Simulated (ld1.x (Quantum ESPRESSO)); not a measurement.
# W: variants of one TM potential

Base potential:

ld1.x (Quantum ESPRESSO) 7.5 input, shortened:

```
&input
   title='W', zed=74., rel=1, dft='PBESOL', iswitch=3,
   config='[Xe] 4f14 5d4 6s2 6p0'
 /
 &inputp
   pseudotype=2, tm=.true., lloc=-1, rcloc=1.55,
   nlcc=.true.
 /
3
6S  1  0   2.00   0.00  2.00  2.00  0.0
5P  2  1   6.00   0.00  1.80  1.80  0.0
5D  3  2   4.00   0.00  1.55  1.55  0.0
 &test
   configts(1)='5p6 5d4 6s2 6p0'
 /
```

All-electron outer shells of the reference configuration (PBEsol, scalar-relativistic, ld1.x):

| shell | level (eV) | outermost node (bohr) | outermost maximum (bohr) |
| --- | --- | --- | --- |
| 5s | -79.11 | 0.53 | 0.96 |
| 5p | -43.22 | 0.57 | 1.09 |
| 4f | -33.24 | – | 0.43 |
| 6s | -5.75 | 1.28 | 2.64 |
| 5d | -4.51 | 0.63 | 1.49 |
| 6p | -1.33 | 1.54 | 3.70 |

Cutoffs, loose and tight: the cutoffs (Ry, on a coarse ladder) from which the occupation-weighted sum of valence levels, in a spherical-Bessel basis at the reference potential, stays within 10 and 1 mRy of its value at 400 Ry. They do not see the model core or the augmentation charge, which bear on the density cutoff. Test errors are all-electron minus pseudo excitation energies from the reference, over the configurations 5p6 5d4 6s1 6p0; 5p6 5d4 6s0 6p0; 5p6 5d3 6s0 6p0; 5p6 5d3 6s2 6p0; 5p6 5d4.5 6s1.5 6p0; 5p6 5d4 6s1.5 6p0; 5p6 5d2 6s0 6p0. A dash means not determined; rows that change the core or the reference have their own tests.

A true bound ghost makes a file unfit for plane-wave use even where its test errors are small: the radial tests pick states by their node count and pass the ghost by.

The default core radius of the base comes out at 0.92 bohr.

```csv
change,outcome,"cutoff, loose","cutoff, tight",bound ghosts,largest test error (meV)
base,generated,40 Ry,70 Ry,s,-75
local potential all-electron potential smoothed inside 1.70 bohr (lloc = -1),generated,40 Ry,60 Ry,s,-79
wave 5d (bound): rc 1.55 bohr becomes 5d (bound): rc 2.06 bohr,generated,40 Ry,60 Ry,s,-75
wave 6s (bound): rc 2.00 bohr becomes 6s (bound): rc 2.90 bohr,generated,40 Ry,55 Ry,s,-43
"all radii but the core radius scaled by about 0.80 (s 1.60, p 1.44, d 1.24 bohr); local potential all-electron potential smoothed inside 1.24 bohr (lloc = -1)",generated,100 Ry,230 Ry,s,-213
```

(1) What comes out with this change to the base: type ultrasoft; waves now 6s (bound): rcut 1.75, rcutus 2.00 bohr; 6s channel at 0.7 Ry: rcut 1.75, rcutus 2.00 bohr; 5p (bound): rcut 1.65, rcutus 1.80 bohr; 6p (bound): rcut 1.65, rcutus 1.80 bohr; 5d (bound): rcut 1.35, rcutus 1.55 bohr; 5d channel at 2.9 Ry: rcut 1.35, rcutus 1.55 bohr; local potential all-electron potential smoothed inside 1.85 bohr (lloc = -1); augmentation built from norm-conserving waves at rcut, not smoothed further?

(2) What comes out with this change to the base: core correction none?

(3) What comes out with this change to the base: wave 5p (bound): rc 1.80 bohr becomes 5p (bound): rc 1.44 bohr?

## Answers

(1) outcome: failed: chargeps: negative rho. Cause: the pseudo-density turned negative during the self-consistent test, most likely because a state had been found with a wrong node count and its wave set to zero before.

(2) outcome: generated; cutoff, loose: 40 Ry; cutoff, tight: 70 Ry; bound ghosts: s; largest test error (meV): -13.

(3) outcome: generated; cutoff, loose: 80 Ry; cutoff, tight: 110 Ry; bound ghosts: s; largest test error (meV): -80.
